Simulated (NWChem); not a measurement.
System: BeIF; SMILES [F][Be][I]

Computed with NWChem. The geometry was optimised at PBE0/def2-SVP. def2 effective core potentials on I; no spin-orbit coupling.

### Question
Predict the results for revPBE/def2-SVP. Quantities: highest occupied level (eV); orbital gap (eV); dipole (D).

### Answer
```
Item                         Value
---------------------------  -----
highest occupied level (eV)  -6.97
orbital gap (eV)              5.68
dipole (D)                    0.62
```
